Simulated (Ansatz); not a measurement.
The N3–H4 bond of H3NSe (SMILES N[SeH]) is stretched (multiplicity 1, the rest rigid).
Geometry at rest (charge 0, multiplicity 1):
```json
[
 {"atom": "Se", "x (Å)": "-0.0430", "y (Å)": "0.3156", "z (Å)": "0.2326"},
 {"atom": "H", "x (Å)": "-1.2669", "y (Å)": "0.7729", "z (Å)": "-0.4779"},
 {"atom": "N", "x (Å)": "0.3666", "y (Å)": "-1.2273", "z (Å)": "-0.7248"},
 {"atom": "H", "x (Å)": "0.5479", "y (Å)": "-1.0107", "z (Å)": "-1.6964"},
 {"atom": "H", "x (Å)": "-0.3858", "y (Å)": "-1.9010", "z (Å)": "-0.6611"}
]
```

Cores are frozen in the correlated methods. Filled d and f shells under p-block atoms count as core.

Codes used: Ansatz (Gaussian orbitals). 

Energies above the point at 1.012 Å (the B3LYP-D3(BJ) bond length), FIC-MRCISD+Q on CASSCF(2,2)/cc-pVTZ (kcal/mol): 6.35 at 0.911 Å; 4.41 at 1.113 Å; 107.11 at 3.238 Å.

Problem. Take the last value as the depth D of a Morse curve D(1 − e^(−a(R − R₀)))², fit a and R₀ to the two near points, and test it at 1.366 and 1.771 Å.

Solution. 
With D = 107.1, both near points (counted from the curve's value at 1.012 Å) are met by a = 2.20 Å⁻¹ and R₀ = 1.010 Å, so k = 2Da² = 1035 kcal/(mol Å²). The curve then gives 31.6 and 70.7 kcal/mol; the level itself gives 32.6 and 75.8, so Morse is off by -1.1 and -5.2.

Ansatz is a program for electronic structure.
